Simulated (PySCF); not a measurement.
Compound: MoO2(NH2)2 (singlet state).
Geometry (PBE0-D3(BJ)/def2-SVP, Å), atoms numbered from 1 in this order:
```xyz
9
H4MoN2O2 angstrom
Mo     0.5385   -0.0059    0.3844
O      0.4517    0.0073    2.0638
O      2.1018   -0.0092   -0.2335
N     -0.3410    1.5820   -0.2715
H     -0.0722    2.0613   -1.1261
H     -1.0579    2.0932    0.2349
N     -0.3393   -1.6049   -0.2450
H     -1.0665   -2.0982    0.2645
H     -0.0825   -2.0950   -1.0970
```

Computed, not measured: PBE0-D3(BJ)/def2-SVP geometry optimisation, gas phase, def2 core potentials past Kr (PySCF 2.14.0).

(1) Which atoms are bound to Mo1, and at what distances?

(2) List the angles at Mo1.

(3) What is the shape at Mo1?

(4) What are the other bond lengths?

(5) What are the rotational constants (commonest isotopes, rigid rotor)?

## Answers

(1) 4 atoms: O3 1.681 Å, O2 1.682 Å, N7 1.930 Å, N4 1.930 Å. The nearest atom not counted as bound is H5, at 2.63 Å (others tie with it).

(2) 
| angle | degrees | distance of the outer atoms (Å) |
| --- | --- | --- |
| O2–Mo1–O3 | 114.5 | 2.83 |
| N4–Mo1–N7 | 111.3 | 3.19 |
| O2–Mo1–N4 | 108.0 | 2.93 |
| O2–Mo1–N7 | 108.0 | 2.92 |
| O3–Mo1–N7 | 107.5 | 2.92 |
| O3–Mo1–N4 | 107.5 | 2.92 |

(3) Distorted tetrahedral: angles from 107.5° to 114.5°; τ4 = (360° − α − β)/141° = 0.95 with α and β the two widest (0 for a square, 1 for a tetrahedron).

(4) N4–H5 and 3 like bonds 1.016 Å.

(5) A = 3777, B = 3256, C = 3241 MHz: a near-prolate asymmetric top.

Point group: C2v (tolerance 0.08 Å). Charge 0, singlet. Whether it is a minimum is left open (no frequencies).
